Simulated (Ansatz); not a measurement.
A nudged elastic band was laid between two geometries of Cl + ClF3Ge (6 atoms, charge 0, multiplicity 2).

Theory: UKS PBE-D4/def2-SVP (Ansatz).

- movable images: 7
- climbing image: yes
- spring: 5.0 eV/Å²
- optimiser: quadratic models (default)
- start path: through a guess of the saddle point
- force threshold: 0.05 eV/Å
- iteration limit: 60
- end points: relaxed

Initial state:

```xyz
6
Properties=species:S:1:pos:R:3
Ge 0.048 0.081 0.023
F 0.433 0.739 1.588
F 1.548 -0.109 -0.807
F -0.870 1.287 -0.800
Cl -1.006 -1.745 0.153
Cl -0.406 -0.694 3.645
```

Final state:

```xyz
6
Properties=species:S:1:pos:R:3
Ge 0.134 -0.052 0.153
F 1.061 0.213 1.615
F 1.291 0.156 -1.112
F -1.023 1.211 -0.030
Cl -0.708 -1.991 0.060
Cl -1.008 0.023 3.117
```

(1) What changes between the two ends?

(2) Give the energies along the band, and the barrier.

Results:

(1) No bond is made or broken.

(2) It converged. The highest image is number 0 of 0 to 8, 0.0 kcal/mol above the first end and 1.2 kcal/mol above the last; the last end lies 1.2 kcal/mol below the first. The highest image is an end point: on this band no image between the ends rises above it.

```
image  path coordinate (Å)  energy (kcal/mol)
    0                 0.00                0.0
    1                 0.03                0.0
    2                 0.28                0.0
    3                 0.53               -0.1
    4                 0.78               -0.3
    5                 1.04               -0.5
    6                 1.29               -0.8
    7                 1.54               -1.1
    8                 1.79               -1.2
```

Time of the run: 6.7 min on 4 threads of Arm Neoverse V1 (shared host), peak memory 0.28 GiB.
